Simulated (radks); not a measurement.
Values are calculated unless marked as measured or tabulated.
The nuclear charge of neutral argon is varied continuously with 18 electrons held in [Ar]. Code: a radial shooting solver on a logarithmic mesh with Libxc functionals. Model: Dirac Kohn-Sham, LDA (Slater exchange, Perdew-Wang correlation), spin-unpolarised, spherical densities, finite nucleus; Fermi nuclear charge, rms radius 3.4274 fm. By the Hellmann-Feynman theorem dE/dZ = E(electron-nucleus)/Z, the electronic potential at the nucleus (averaged over a nucleus of fixed radius).

| Z | E (hartree) | E(electron-nucleus)/Z (hartree) | HOMO | e(HOMO) (eV) | <r> HOMO (bohr) |
|---|---|---|---|---|---|
| 17.75 | -510.45092 | -68.8082 | 3p3/2 | -7.285 | 1.747 |
| 18 | -527.81071 | -70.0698 | 3p3/2 | -10.324 | 1.669 |
| 18.25 | -545.48571 | -71.3299 | 3p3/2 | -13.612 | 1.600 |
| 18.5 | -563.47559 | -72.5890 | 3p3/2 | -17.139 | 1.538 |
| 18.75 | -581.78013 | -73.8473 | 3p3/2 | -20.896 | 1.481 |
| 19 | -600.39917 | -75.1050 | 3p3/2 | -24.879 | 1.430 |

The central difference of E at Z = 18 is -70.070 hartree, to compare with the third column; the second derivative is -5.04 hartree.
